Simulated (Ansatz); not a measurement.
Reactions of CH5BClNO, SMILES `NB(Cl)CO`.

Calculated with Ansatz (gas phase, PBE0-D4/def2-TZVP geometries, no zero-point term in ΔE). CBS: MP2 limit from def2 TZ/QZ plus the TZ coupled-cluster correction, frozen cores. Small cases extrapolate CCSD(T) itself. Functionals use def2-TZVPP. For Ge outer-core shells are correlated without core-valence functions, which leaves a few kJ/mol of doubt a bond. Scalar relativity is left out up to krypton. Each species was taken in one conformer, which may not be the lowest.

```csv
reaction,PBE-D4 (kJ/mol),ωB97X-V (kJ/mol),ωB97M-V (kJ/mol),B2PLYP (kJ/mol),CCSD(T)/CBS(def2) (kJ/mol)
`NB(Cl)CO` + `[OH][GeH3]` → `NB(Cl)[O][GeH3]` + CH₃OH,-100,-107,-107,-111,-109
`NB(Cl)CO` + CH₄ → `CB(N)Cl` + CH₃OH,5,4,4,3,3
`NB(Cl)CO` + H₂ → `NBCl` + CH₃OH,-13,-18,-16,-24,-17
`NB(Cl)CO` + HCl → `NB(Cl)Cl` + CH₃OH,-72,-72,-71,-76,-71
`NB(Cl)CO` + `O=CCO` → `O=CCOCO` + `NBCl`,49,41,45,42,47
`NB(Cl)CO` + `OCO` → `OCOCO` + `NBCl`,43,38,42,40,44
```

Largest T1 diagnostic: 0.014, for `O=CCO`.

Extrapolated directly: `NB(Cl)CO` + CH₄ → `CB(N)Cl` + CH₃OH.
